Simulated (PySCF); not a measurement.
How methods differ on the excitation energy of Ta

Ta [Xe] 4f14 5d3 6s2 (4F) → Ta [Xe] 4f14 5d3 6s1 6p1 (high-spin determinant), as a difference of total energies. All numbers are calculated (PySCF 2.14, the spin-free X2C one-electron Hamiltonian (Gaussian nucleus), in x2c-TZVPPall with one added diffuse shell each of s, p, d, f type (12s8p8d4f1g, 113 functions)). Correlated levels: valence: [Xe] 4f14 frozen. The calculations carry no spin-orbit coupling.

| method | excitation energy (eV) |
| --- | --- |
| UHF | 1.138 |
| LDA | 2.872 |
| PBE | 2.604 |
| PBE0 | 2.372 |
| r2SCAN | 2.223 |
| MP2 (valence) | 2.128 |
| SCS-MP2 (valence) | 2.474 |

Question: How much does correlation contribute at MP2 (valence)?

Answer: 2.128 − (1.138) = 0.990 eV, measured against UHF.

A first-order spin-orbit estimate (lowest level to lowest level, LS coupling) adds -0.185 eV.

The determinant of the upper state mixes LS terms, which raises its energy above the lowest term, most at the Hartree-Fock and MP2 levels.
